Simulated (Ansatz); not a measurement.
Mulliken charges of F$_{3}$H$_{4}$InOSi (`[F][In-]([F])([F])[OH+][SiH3]`) from ωB97M-V/def2-TZVPP in Ansatz (PBE0-D4/def2-TZVP geometry).

| atom | x (Å) | y (Å) | z (Å) | charge (e) |
| --- | --- | --- | --- | --- |
| F1 | -1.656 | -2.662 | -0.384 | -0.477 |
| In2 | -0.113 | -1.623 | -0.909 | 1.309 |
| F3 | 1.339 | -1.368 | 0.378 | -0.503 |
| F4 | 0.256 | -1.416 | -2.795 | -0.478 |
| O5 | -0.593 | 0.439 | -0.245 | -0.405 |
| Si6 | 0.385 | 1.224 | 0.923 | 0.311 |
| H7 | -1.323 | 0.951 | -0.602 | 0.218 |
| H8 | 0.315 | 0.475 | 2.188 | 0.018 |
| H9 | -0.275 | 2.547 | 1.062 | -0.010 |
| H10 | 1.748 | 1.381 | 0.387 | 0.017 |

Q: By hand: the dipole of these point charges (1 e Å = 4.8032 D).

A: Σ q r = (-0.044, 0.927, 0.430) e Å, of length 1.023 e Å = 4.91 D.

Q: How does the dipole of the full density compare? (Best estimate.)

A: The calculation gave: (-0.190, 0.896, 0.292) e Å, 4.62 D; the point charges give 1.06 times that, at 11° from its direction.

Point charges leave out the atoms' own dipoles, such as those of lone pairs, and Mulliken's split depends on the basis, so the close match here is no proof of good charges.
